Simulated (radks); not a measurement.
The mean radii <r> (bohr) of the occupied orbitals of an atom or ion are listed with their occupations. All-electron calculation, Dirac Kohn-Sham, BLYP, spin-unpolarised, spherical densities, point nucleus. Program: a radial shooting solver on a logarithmic mesh with Libxc functionals.

| orbital | occ. | <r> |
|---|---|---|
| 1s1/2 | 2 | 0.09096 |
| 2s1/2 | 2 | 0.4435 |
| 2p1/2 | 2 | 0.4041 |
| 2p3/2 | 4 | 0.4064 |
| 3s1/2 | 2 | 1.397 |
| 3p1/2 | 2 | 1.521 |
| 4f5/2 | 1 | 5.627 |

Name the element and its charge. Open shells, if any, fill j = l - 1/2 first.

Answer. Z = 17, chlorine, charge +2: Cl2+ in [Ne] 3s2 3p2 4f1. The 1s radius gives Z: for a bare nucleus <r> = (2 gamma + 1)/(2Z) with gamma = sqrt(1 - (Z/c)^2), 0.08778 bohr for Z = 17, and screening makes it slightly larger (0.09096 here). The occupations add up to 15, and the charge is Z minus that.
